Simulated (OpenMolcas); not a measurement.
What dynamic correlation does to the levels of Mn5+

```
Program             : OpenMolcas 26.06
Basis               : ANO-RCC-VTZP [6s5p3d2f1g]
Scalar Hamiltonian  : DKH2, point nucleus
Active space        : 8 electrons in 8 orbitals (RAS1 3p, at most 2 holes; RAS2 3d)
State averaging     : 2S+1 = 3 even, 10 roots; 2S+1 = 1 even, 15 roots
Spin-orbit coupling : state interaction with AMFI integrals over the reference wave functions, term energies averaged over their components
```

Methods on the same reference wave functions:
A. RASSCF
B. SS-RASPT2, IPEA 0.25 Eh, imaginary shift 0.1 Eh (closed shells correlated: 3s)

Energies in cm⁻¹ above 3d² ³F₂, the measured ground level; measured values from Corliss and Sugar, J. Phys. Chem. Ref. Data 6, 1253 (1977).

```tsv
Level	A	B	Measured
3d² ³F₂	0.0	0.0	0.0
3d² ³F₃	782	785	746
3d² ³F₄	1770	1772	1669
3d² ¹D₂	17209	15780	15336
3d² ³P₀	20662	18710	17782
3d² ³P₁	20944	18990	18057
3d² ³P₂	21558	19620	18628
3d² ¹G₄	29505	26140	25511
3d² ¹S₀	61673	60230
```

Deviations, from unrounded energies. A percentage is the sum of absolute deviations over the sum of measured energies, with the sign that they share, or ± where signs differ.

```
                        Against measurement  Levels      A     B
             mean absolute deviation (cm-1)       7   2100   580
      fine structure of the ground term (%)       2   +5.7  +5.9
other terms of the ground configuration (%)       5  +15.3  +4.1
```

B lies closest to measurement on these levels. The largest miss of B in the table is 3d² ³P₂, by +990 cm-1. The ranking rests on the paired levels alone, and a cruder setting can come out closer through cancelling errors.

From A to B the spin-free energies of the other terms of 3d² shown, above ³F, scale by factors of 0.88 to 0.98.

The lowest spin-free term lies below A's lowest term by 0.203 hartree in B.

CASPT2 does not keep the components of a term degenerate, so their means are used; among the terms shown or strongly mixed into the levels shown the widest spread is 280 cm-1 (3d² ³F, B). Active for correlation alone: 3p; no level in the range computed is led by a configuration that opens it, so any true level of that kind is missing. Without dynamic correlation excited terms often stand tens of per cent too high (terms of higher spin than the ground term too low), and those without a measured partner can miss by more than the paired ones (holds for A). Computed and measured levels are paired by configuration, term and J; levels that our copy of the source lacks, or whose pairing is in doubt (as where it misses far off the trend of its configuration), stay unpaired and out of the deviations. Levels of configurations outside the active space are missing.
